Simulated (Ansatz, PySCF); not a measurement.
Gas-phase reaction (SMILES): C[Si](Br)(Br)Br + 4 [H][H] (H2) → 3 Br (HBr) + C (CH4) + [SiH4] (SiH4); energy of full hydrogenation.

Each molecule is optimised on its own at B3LYP-D3(BJ)/def2-TZVP (Ansatz, a first-principles code). Cores are frozen in the correlated levels unless marked. Spin-orbit coupling is left out. The frozen core is the preceding noble-gas configuration, with the filled d and f shells of earlier blocks. Non-relativistic. Basis-set limits of correlation are two-point, X^-3; Hartree-Fock from the larger set. Thermal terms are rigid-rotor harmonic-oscillator values from B3LYP-D3(BJ) frequencies (Ansatz or PySCF) at 298.15 K and 1 atm. 1 Eh = 627.5095 kcal/mol.

```
species          E, CCSD(T)/CBS(def2-TZVPPD,def2-QZVPPD) (Ansatz) (Eh)  E, PBE-D3(BJ)/def2-TZVPD (Ansatz + dftd3) (Eh)  H - E (Eh)
---------------  -----------------------------------------------------  ----------------------------------------------  ----------
C[Si](Br)(Br)Br                                            -8047.14632                                     -8050.71051     0.04981
[H][H] (H2)                                                   -1.17452                                        -1.16598     0.01336
Br (HBr)                                                   -2573.28305                                     -2574.36932     0.00927
C (CH4)                                                      -40.45806                                       -40.46420     0.04840
[SiH4] (SiH4)                                               -291.45830                                      -291.72290     0.03520
```

Work out ΔE and ΔH at 298.15 K at the first level, then ΔH at the second.


1. ΔE = [3×(-2573.28305) + (-40.45806) + (-291.45830)] - [(-8047.14632) + 4×(-1.17452)] = 0.07889 Eh = 49.5 kcal/mol at CCSD(T)/CBS(def2-TZVPPD,def2-QZVPPD).
2. The terms H - E add up to 0.00816 Eh, so ΔH = (0.07889 + (0.00816))×627.5095 = 54.6 kcal/mol.
3. At PBE-D3(BJ)/def2-TZVPD the same steps give ΔE = 49.8 and ΔH = 54.9 kcal/mol, a shift of +0.3 from the first level.
4. These values are not checked against measurement here, since the tables used lack a sound gas-phase enthalpy of formation for at least one species.
